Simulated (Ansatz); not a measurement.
`CBCl` + `N=C=O` → `O=C=NBCl` + CH₄  (ligand exchange at a B–C bond)

Program: Ansatz. Geometries: PBE0-D4/def2-TZVP. ΔE: electronic, gas phase. CCSD(T)/CBS is the MP2 limit (def2-TZVPP, def2-QZVPP) plus CCSD(T) − MP2 in def2-TZVPP, frozen cores. This one scheme is used for every species. Each species was taken in one conformer, which may not be the lowest.

```tsv
species	CCSD(T)/CBS(def2) energy (Eh)
`CBCl`	-525.07110
`N=C=O`	-168.51995
`O=C=NBCl`	-653.16741
CH₄	-40.46206
```

(1) Work out ΔE.

Largest T1 diagnostic among the species: 0.018.

## Answers

(1) ΔE = (-653.16741) + (-40.46206) − (-525.07110) − (-168.51995) = -0.03842 Eh = -24.1 kcal/mol.

At CCSD(T), def2-SVP lies −3.6 kcal/mol from the extrapolated value and def2-TZVPP −0.3 kcal/mol. Leaving LDA and LC-ωPBE aside and taking each functional with its dispersion term where it has one, the values, not all of them listed here, spread over 2.2 kcal/mol, from BHLYP-D4 to ωB97X-V.
